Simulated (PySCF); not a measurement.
**Ionisation energy along the 13-electron series**

Calculated with PySCF 2.14 and a two-component X2C-1e Hamiltonian (Gaussian nucleus, no Breit or QED terms), each ion in its own even-tempered basis scaled to its charge; GMP2 freezes 1s2 and drops the highest virtual spinors. Values in eV. NIST values: (m) measured, (s) semi-empirical, (t) theoretical.

| ion | configuration | GHF (spin-free) | GMP2 (spin-free) | GHF (screened spin-orbit) | GMP2 (screened spin-orbit) | NIST |
| --- | --- | --- | --- | --- | --- | --- |
| Sc⁸⁺ | [Ne] 3s2 3p1 | 179.40 | 179.81 | 179.88 | 180.31 | 180.03 ± 0.12 (m) |
| V¹⁰⁺ | [Ne] 3s2 3p1 | 254.21 | 254.63 | 255.03 | 255.48 | 254.8 ± 0.4 (s) |

(1) Fill in the row of Ti⁹⁺.

Results:

(1) configuration: [Ne] 3s2 3p1; GHF (spin-free): 215.26; GMP2 (spin-free): 215.67; GHF (screened spin-orbit): 215.90; GMP2 (screened spin-orbit): 216.33; NIST: 215.92 ± 0.12 (m).
